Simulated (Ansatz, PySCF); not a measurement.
Molecule: CH2S (charge 0, singlet). 
Structure (B3LYP-D3(BJ)/def2-TZVP (Ansatz, a quantum-chemistry and plane-wave program) minimum search):
```xyz
4

C     -0.9907     0.1914    -0.1620
S      0.5657    -0.1093     0.0925
H     -1.3280     1.0050    -0.8021
H     -1.7796    -0.4045     0.2939
```

Quantity: atomisation energy (electronic, to ground-state atoms), in kcal/mol. Correlated levels leave the core frozen unless marked. UHF or UKS for open shells. No spin-orbit coupling. No relativistic terms. FCI takes restricted orbitals. The coupled-cluster limit lacks core correlation, which all-electron functionals hold. Basis-set limits of correlation are two-point, X^-3; Hartree-Fock from the larger set. [CCSD(T)-MP2]/basis is that difference in the basis named.

| level | program | atomisation energy (kcal/mol) |
|---|---|---|
| HF/aug-cc-pV(T+d)Z | Ansatz | 224.9 |
| BLYP-D3(BJ)/def2-TZVPD | Ansatz + dftd3 | 326.5 |
| revPBE/def2-TZVPD | Ansatz | 322.3 |
| BP86-D3(BJ)/def2-TZVPD | PySCF + dftd3 | 338.0 |
| PBE0/STO-3G | Ansatz | 376.0 |
| BHLYP-D3(BJ)/def2-TZVPD | Ansatz + dftd3 | 311.6 |
| TPSSh-D4/def2-TZVPD | PySCF + dftd4 | 326.4 |
| r2SCANh-D4/def2-TZVPD | Ansatz + dftd4 | 321.7 |
| r2SCAN0-D4/def2-TZVPD | Ansatz + dftd4 | 317.4 |
| LC-wPBE/def2-TZVPD | Ansatz | 317.7 |
| MP2/cc-pV(D+d)Z | Ansatz | 302.1 |
| MP2/cc-pV(T+d)Z | Ansatz | 319.7 |
| MP2/cc-pV(Q+d)Z | Ansatz | 325.7 |
| SCS-MP2/STO-3G | Ansatz | 319.8 |
| SCS-MP2/cc-pV(Q+d)Z | Ansatz | 325.5 |
| CCSD/def2-TZVPP | Ansatz | 308.8 |
| CCSD(T)/cc-pV(T+d)Z | Ansatz | 315.4 |
| CCSD(T)/aug-cc-pV(Q+d)Z | Ansatz | 322.0 |
| FCI/STO-3G | Ansatz | 327.2 |
| RI-MP2/CBS(def2-TZVPP,def2-QZVPP)+[CCSD(T)-MP2]/def2-SVP | Ansatz | 328.0 |
| CCSD(T)/CBS(aug-cc-pV(T+d)Z,aug-cc-pV(Q+d)Z) | Ansatz | 325.1 |

The Hartree-Fock reference is unstable (checked in the largest basis), which strains HF and MP2.
